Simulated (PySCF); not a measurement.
**Predicted spectroscopic data**

PySCF calculation with GFN2-xTB geometry and GIAO PBE0/pcSseg-1 shieldings; one computed conformer, non-relativistic, no solvent model, rapidly exchanging positions averaged.

δ = σ(ref) − σ, references computed at the same level: ¹H (σref 31.72) and ¹³C (σref 186.93) vs TMS. Splittings of carbon signals by F and P are missing where no couplings were computed. Where no couplings were computed, multiplicities follow the n + 1 count of equivalent neighbours, and m marks all less simple cases (inequivalent or close neighbours, rings, F or P nearby). Shifts are as computed. Against solution values, carbons near 30 ppm lie about +3 ppm off and those near 130 ppm about +5 ppm. Of 1309 compounds with measured shifts, 239 miss one by over three times the rms of a fit or turn the order of signals round; such compounds aren't used in these exercises.

**1.** SMILES C=C[C@@H]1C=C(F)[C@H]1F, C6H6F2. ¹H NMR (600 MHz, computed): δ 5.82 (m, 1H), 5.73 (m, 1H), 5.48 (m, 1H), 5.31 (m, 1H), 5.28 (m, 1H), 3.08 (m, 1H). ¹³C{¹H} NMR (computed): δ 165.3 (C), 146.5 (CH), 124.7 (CH2), 121.5 (CH), 99.2 (CH), 49.6 (CH).

**2.** `FC(O[C@@]1(C(=C)C)C[SiH2]1)F`, C6H10F2OSi. ¹H NMR (600 MHz, computed): δ 6.31 (m, 1H), 4.87 (br s, 1H), 4.37 (br s, 1H), 3.48 (m, 1H), 2.64 (m, 1H), 2.31 (s, 3H), 1.62 (m, 1H), 1.37 (m, 1H). ¹³C{¹H} NMR (computed): δ 156.7, 127.8, 108.3, 71.7, 25.1, 12.0.

**3.** SMILES CC1=CC=CC1(F)F, C6H6F2. ¹H NMR (600 MHz, computed): δ 6.41 (m, 1H), 6.30 (m, 1H), 5.93 (m, 1H), 2.14 (s, 3H). ¹³C{¹H} NMR (computed): δ 154.5 (C), 143.5 (CH), 139.1 (CH), 133.6 (CH), 131.3 (C), 13.9 (CH3).
